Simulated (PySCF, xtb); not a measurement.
C3H6BFO2, SMILES CCC(=O)B(O)F. One conformer was computed; it need not be the lowest.

Harmonic wavenumbers (cm⁻¹) from xtb 6.7.1 with GFN2-xTB at its own minimum, in rising order: 14, 58, 116, 153, 199, 255, 318, 522, 533, 596, 667, 728, 794, 925, 955, 1030, 1036, 1110, 1201, 1217, 1299, 1347, 1405, 1435, 1484, 1495, 1743, 2953, 2970, 3043, 3052, 3057, 3555.

### Question
What does PySCF with r2SCAN-D4/def2-SVP give at its own minimum? (The exact figures need the calculation; the answer reports its results.)

### Answer
28, 84, 143, 197, 279, 332, 340, 432, 575, 586, 657, 740, 798, 975, 997, 1012, 1038, 1116, 1243, 1320, 1382, 1393, 1411, 1462, 1463, 1470, 1767, 3012, 3048, 3049, 3145, 3148, 3812. Paired by order, the mean absolute difference is 47 cm⁻¹ and the zero-point energies are 59.0 and 60.7 kcal/mol.
